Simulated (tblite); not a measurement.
Record of a relaxation.

Species: C7H11N (charge +1 and doublet state).
SMILES with atom numbers: `[CH3:1][NH+:2][C@@:3]12[CH:4]=[CH:5][CH2:6][C@@H:7]1[CH2:8]2` (hydrogens: H9, H10, H11 on C1; H12 on N2; H13 on C4; H14 on C5; H15, H16 on C6; H17 on C7; H18, H19 on C8)
Bond orders are those of one Lewis drawing.

Computed with GFN2-xTB (tblite), gas phase: L-BFGS steps from a force-field or distance-geometry start until the largest atomic force falls under 0.01 eV/Å. 5 of its 141 geometries are shown.

Step 0: E = -625.7460 eV, largest atomic force 2.901 eV/Å
```
atom  x, y, z in Å  |  force x, y, z in eV/Å
C1      2.539    0.646    0.358   -0.238  -0.120  -0.964
N2      1.341    0.689   -0.495   -0.034  -0.838   2.777
C3      0.232   -0.059    0.083    0.682   1.234  -0.629
C4     -0.604    0.620    1.098    0.604   0.445   0.681
C5     -1.927    0.518    0.898    0.196  -0.805  -1.217
C6     -2.182   -0.280   -0.365    0.129   0.129   0.883
C7     -0.800   -0.649   -0.876   -0.124  -0.559   0.058
C8      0.133   -1.542   -0.086   -0.672  -0.224  -0.313
H9      2.358    1.126    1.327   -0.069  -0.060  -0.067
H10     3.344    1.182   -0.132    0.135   0.136  -0.128
H11     2.862   -0.381    0.528   -0.188  -0.007  -0.008
H12     1.073    1.649   -0.658   -0.085   0.302  -0.252
H13    -0.170    1.123    1.966    0.044   0.019  -0.523
H14    -2.695    0.933    1.516   -0.153  -0.095   0.137
H15    -2.772   -1.165   -0.144   -0.257  -0.037   0.000
H16    -2.710    0.334   -1.087   -0.225   0.017  -0.174
H17    -0.667   -0.548   -1.935    0.258  -0.014  -0.229
H18     0.917   -2.053   -0.636   -0.127   0.220   0.065
H19    -0.281   -2.133    0.728    0.123   0.258  -0.096
```

Step 35: E = -626.4139 eV, largest atomic force 0.157 eV/Å
```
atom  x, y, z in Å  |  force x, y, z in eV/Å
C1      2.630    0.407    0.145    0.087   0.030  -0.013
N2      1.312    0.930   -0.053    0.055  -0.128   0.073
C3      0.162    0.226    0.215   -0.037  -0.016  -0.073
C4     -0.856    0.827    1.081    0.005  -0.065   0.077
C5     -2.100    0.408    0.806   -0.030   0.055   0.007
C6     -2.166   -0.427   -0.424   -0.019  -0.007  -0.001
C7     -0.726   -0.569   -0.862   -0.030  -0.102   0.010
C8      0.155   -1.298    0.058    0.063   0.019   0.035
H9      3.016    0.721    1.124    0.014  -0.001  -0.067
H10     3.315    0.786   -0.612   -0.006   0.106  -0.070
H11     2.630   -0.679    0.112    0.058   0.042   0.009
H12     1.241    1.939    0.009   -0.013  -0.015   0.053
H13    -0.564    1.503    1.864   -0.063   0.045   0.041
H14    -2.972    0.629    1.396   -0.023   0.055  -0.034
H15    -2.613   -1.403   -0.224   -0.035  -0.006   0.007
H16    -2.789    0.063   -1.176    0.028   0.024  -0.021
H17    -0.474   -0.456   -1.907    0.057  -0.013   0.062
H18     1.050   -1.738   -0.349    0.001  -0.056  -0.057
H19    -0.260   -1.859    0.883   -0.112   0.034  -0.036
```

Step 70: E = -626.5940 eV, largest atomic force 0.073 eV/Å
```
atom  x, y, z in Å  |  force x, y, z in eV/Å
C1      2.521    0.472   -0.273    0.010   0.021   0.045
N2      1.351    0.833    0.463    0.033  -0.030  -0.029
C3      0.155    0.175    0.506    0.001   0.056   0.013
C4     -0.978    0.789    1.208    0.000   0.018  -0.009
C5     -2.145    0.482    0.630   -0.010  -0.024  -0.012
C6     -1.995   -0.381   -0.583   -0.006  -0.001  -0.005
C7     -0.505   -0.626   -0.692   -0.006   0.007   0.015
C8      0.098   -1.379    0.411    0.001   0.021   0.006
H9      3.408    0.621    0.350   -0.045  -0.038  -0.038
H10     2.636    1.114   -1.155   -0.024   0.016   0.033
H11     2.479   -0.561   -0.608    0.011   0.007   0.004
H12     1.395    1.706    0.977    0.010  -0.020  -0.058
H13    -0.844    1.436    2.057    0.000  -0.027  -0.009
H14    -3.110    0.821    0.962   -0.005  -0.009  -0.005
H15    -2.546   -1.316   -0.464   -0.009   0.002  -0.017
H16    -2.404    0.124   -1.463    0.066   0.010   0.030
H17    -0.017   -0.573   -1.654   -0.029   0.000   0.023
H18     1.044   -1.882    0.279    0.016   0.021  -0.011
H19    -0.552   -1.844    1.138   -0.012  -0.031   0.023
```

Step 105: E = -626.6017 eV, largest atomic force 0.031 eV/Å
```
atom  x, y, z in Å  |  force x, y, z in eV/Å
C1      2.519    0.463   -0.282   -0.013   0.008  -0.002
N2      1.340    0.858    0.419    0.003  -0.004  -0.006
C3      0.153    0.190    0.503   -0.001   0.000  -0.002
C4     -0.983    0.791    1.211    0.007  -0.012   0.005
C5     -2.150    0.457    0.648    0.009   0.022  -0.020
C6     -1.994   -0.382   -0.581   -0.002  -0.015   0.003
C7     -0.507   -0.640   -0.678   -0.004   0.017   0.006
C8      0.108   -1.365    0.438   -0.004  -0.001  -0.005
H9      3.381    0.488    0.390   -0.003  -0.001   0.005
H10     2.725    1.168   -1.095    0.004   0.011   0.016
H11     2.424   -0.534   -0.703   -0.014  -0.002  -0.008
H12     1.375    1.765    0.868    0.004  -0.016   0.005
H13    -0.849    1.423    2.071   -0.007   0.018  -0.017
H14    -3.121    0.764    0.993    0.001   0.013   0.006
H15    -2.564   -1.309   -0.502   -0.001  -0.017  -0.004
H16    -2.369    0.160   -1.453    0.013  -0.009   0.022
H17    -0.022   -0.605   -1.642   -0.002   0.002   0.003
H18     1.057   -1.861    0.304   -0.002   0.000  -0.003
H19    -0.532   -1.822    1.179    0.012  -0.012  -0.003
```

Step 140: E = -626.6173 eV, largest atomic force 0.010 eV/Å
```
atom  x, y, z in Å  |  force x, y, z in eV/Å
C1      2.518    0.451   -0.284   -0.001  -0.007  -0.001
N2      1.314    0.927    0.319   -0.004  -0.003   0.000
C3      0.143    0.237    0.459    0.001  -0.003   0.002
C4     -0.990    0.848    1.159    0.002  -0.002   0.000
C5     -2.163    0.453    0.647    0.001   0.003   0.000
C6     -2.015   -0.457   -0.529    0.003   0.001   0.001
C7     -0.523   -0.661   -0.665    0.003  -0.002  -0.003
C8      0.156   -1.322    0.452   -0.003   0.001   0.003
H9      3.168   -0.036    0.453    0.002   0.000   0.002
H10     3.068    1.296   -0.697    0.000   0.003  -0.002
H11     2.304   -0.261   -1.080   -0.001   0.004   0.001
H12     1.369    1.818    0.797    0.000   0.000  -0.004
H13    -0.855    1.543    1.967   -0.001   0.001  -0.001
H14    -3.131    0.762    0.999   -0.002  -0.002   0.002
H15    -2.543   -1.400   -0.372    0.004   0.001   0.002
H16    -2.442    0.012   -1.418   -0.001  -0.001   0.001
H17    -0.074   -0.645   -1.647    0.005   0.007  -0.005
H18     1.123   -1.778    0.298   -0.002   0.003   0.000
H19    -0.437   -1.780    1.231   -0.004  -0.002   0.002
```

**Question.** Summarise the path.

**Answer.** The energy falls by 0.8712 eV from step 0 to step 140; nine tenths of that is first reached at step 55. It never rises by more than 0.2 meV. The largest force goes from 2.901 to 0.010 eV/Å. Among the bonds N2–C3 changes most, from 1.458 to 1.366 Å; the atoms move by 0.850 Å rms after alignment.

**Question.** Follow the three bonds and two angles with the largest change from start to end.

**Answer.** 
```json
{"step": "0", "E above end (eV)": "0.8712", "largest force (eV/Å)": "2.901", "N2–C3 (Å)": "1.458", "C3–C8 (Å)": "1.495", "C3–C7 (Å)": "1.526", "C1–N2–C3 (°)": "112.0", "N2–C3–C7 (°)": "117.6"}
{"step": "6", "E above end (eV)": "0.5726", "largest force (eV/Å)": "0.413", "N2–C3 (Å)": "1.402", "C3–C8 (Å)": "1.503", "C3–C7 (Å)": "1.550", "C1–N2–C3 (°)": "120.9", "N2–C3–C7 (°)": "123.3"}
{"step": "12", "E above end (eV)": "0.4978", "largest force (eV/Å)": "0.260", "N2–C3 (Å)": "1.396", "C3–C8 (Å)": "1.516", "C3–C7 (Å)": "1.552", "C1–N2–C3 (°)": "123.1", "N2–C3–C7 (°)": "126.1"}
{"step": "18", "E above end (eV)": "0.4016", "largest force (eV/Å)": "0.239", "N2–C3 (Å)": "1.396", "C3–C8 (Å)": "1.531", "C3–C7 (Å)": "1.591", "C1–N2–C3 (°)": "125.0", "N2–C3–C7 (°)": "125.6"}
{"step": "24", "E above end (eV)": "0.3172", "largest force (eV/Å)": "0.275", "N2–C3 (Å)": "1.383", "C3–C8 (Å)": "1.522", "C3–C7 (Å)": "1.609", "C1–N2–C3 (°)": "126.0", "N2–C3–C7 (°)": "126.6"}
{"step": "30", "E above end (eV)": "0.2317", "largest force (eV/Å)": "0.235", "N2–C3 (Å)": "1.376", "C3–C8 (Å)": "1.527", "C3–C7 (Å)": "1.608", "C1–N2–C3 (°)": "125.5", "N2–C3–C7 (°)": "127.0"}
{"step": "37", "E above end (eV)": "0.1947", "largest force (eV/Å)": "0.153", "N2–C3 (Å)": "1.374", "C3–C8 (Å)": "1.533", "C3–C7 (Å)": "1.611", "C1–N2–C3 (°)": "124.3", "N2–C3–C7 (°)": "125.9"}
{"step": "43", "E above end (eV)": "0.1552", "largest force (eV/Å)": "0.229", "N2–C3 (Å)": "1.367", "C3–C8 (Å)": "1.530", "C3–C7 (Å)": "1.630", "C1–N2–C3 (°)": "126.5", "N2–C3–C7 (°)": "124.9"}
{"step": "49", "E above end (eV)": "0.1099", "largest force (eV/Å)": "0.144", "N2–C3 (Å)": "1.369", "C3–C8 (Å)": "1.533", "C3–C7 (Å)": "1.631", "C1–N2–C3 (°)": "129.7", "N2–C3–C7 (°)": "126.4"}
{"step": "55", "E above end (eV)": "0.0851", "largest force (eV/Å)": "0.182", "N2–C3 (Å)": "1.366", "C3–C8 (Å)": "1.526", "C3–C7 (Å)": "1.634", "C1–N2–C3 (°)": "130.6", "N2–C3–C7 (°)": "124.7"}
{"step": "61", "E above end (eV)": "0.0525", "largest force (eV/Å)": "0.158", "N2–C3 (Å)": "1.364", "C3–C8 (Å)": "1.544", "C3–C7 (Å)": "1.605", "C1–N2–C3 (°)": "129.1", "N2–C3–C7 (°)": "126.2"}
{"step": "67", "E above end (eV)": "0.0295", "largest force (eV/Å)": "0.164", "N2–C3 (Å)": "1.363", "C3–C8 (Å)": "1.557", "C3–C7 (Å)": "1.591", "C1–N2–C3 (°)": "128.0", "N2–C3–C7 (°)": "125.6"}
{"step": "73", "E above end (eV)": "0.0212", "largest force (eV/Å)": "0.051", "N2–C3 (Å)": "1.366", "C3–C8 (Å)": "1.563", "C3–C7 (Å)": "1.580", "C1–N2–C3 (°)": "127.6", "N2–C3–C7 (°)": "125.6"}
{"step": "79", "E above end (eV)": "0.0193", "largest force (eV/Å)": "0.035", "N2–C3 (Å)": "1.366", "C3–C8 (Å)": "1.561", "C3–C7 (Å)": "1.581", "C1–N2–C3 (°)": "127.5", "N2–C3–C7 (°)": "125.5"}
{"step": "85", "E above end (eV)": "0.0183", "largest force (eV/Å)": "0.027", "N2–C3 (Å)": "1.365", "C3–C8 (Å)": "1.561", "C3–C7 (Å)": "1.582", "C1–N2–C3 (°)": "127.5", "N2–C3–C7 (°)": "125.2"}
{"step": "91", "E above end (eV)": "0.0175", "largest force (eV/Å)": "0.023", "N2–C3 (Å)": "1.365", "C3–C8 (Å)": "1.559", "C3–C7 (Å)": "1.586", "C1–N2–C3 (°)": "127.5", "N2–C3–C7 (°)": "125.0"}
{"step": "97", "E above end (eV)": "0.0168", "largest force (eV/Å)": "0.021", "N2–C3 (Å)": "1.365", "C3–C8 (Å)": "1.558", "C3–C7 (Å)": "1.585", "C1–N2–C3 (°)": "127.7", "N2–C3–C7 (°)": "124.8"}
{"step": "103", "E above end (eV)": "0.0159", "largest force (eV/Å)": "0.029", "N2–C3 (Å)": "1.365", "C3–C8 (Å)": "1.556", "C3–C7 (Å)": "1.586", "C1–N2–C3 (°)": "127.7", "N2–C3–C7 (°)": "124.9"}
{"step": "110", "E above end (eV)": "0.0143", "largest force (eV/Å)": "0.060", "N2–C3 (Å)": "1.365", "C3–C8 (Å)": "1.557", "C3–C7 (Å)": "1.583", "C1–N2–C3 (°)": "128.0", "N2–C3–C7 (°)": "124.7"}
{"step": "116", "E above end (eV)": "0.0098", "largest force (eV/Å)": "0.095", "N2–C3 (Å)": "1.366", "C3–C8 (Å)": "1.562", "C3–C7 (Å)": "1.582", "C1–N2–C3 (°)": "127.9", "N2–C3–C7 (°)": "125.2"}
{"step": "122", "E above end (eV)": "0.0046", "largest force (eV/Å)": "0.077", "N2–C3 (Å)": "1.366", "C3–C8 (Å)": "1.559", "C3–C7 (Å)": "1.585", "C1–N2–C3 (°)": "127.3", "N2–C3–C7 (°)": "125.1"}
{"step": "128", "E above end (eV)": "0.0012", "largest force (eV/Å)": "0.120", "N2–C3 (Å)": "1.365", "C3–C8 (Å)": "1.558", "C3–C7 (Å)": "1.582", "C1–N2–C3 (°)": "126.8", "N2–C3–C7 (°)": "125.1"}
{"step": "134", "E above end (eV)": "0.0001", "largest force (eV/Å)": "0.016", "N2–C3 (Å)": "1.366", "C3–C8 (Å)": "1.559", "C3–C7 (Å)": "1.585", "C1–N2–C3 (°)": "126.8", "N2–C3–C7 (°)": "125.1"}
{"step": "140", "E above end (eV)": "0.0000", "largest force (eV/Å)": "0.010", "N2–C3 (Å)": "1.366", "C3–C8 (Å)": "1.559", "C3–C7 (Å)": "1.585", "C1–N2–C3 (°)": "126.6", "N2–C3–C7 (°)": "125.0"}
```

The cost below is that of the whole relaxation. Hardware: one thread of an Arm Neoverse V2, no GPU, shared host. Cost: 0.75 s wall.
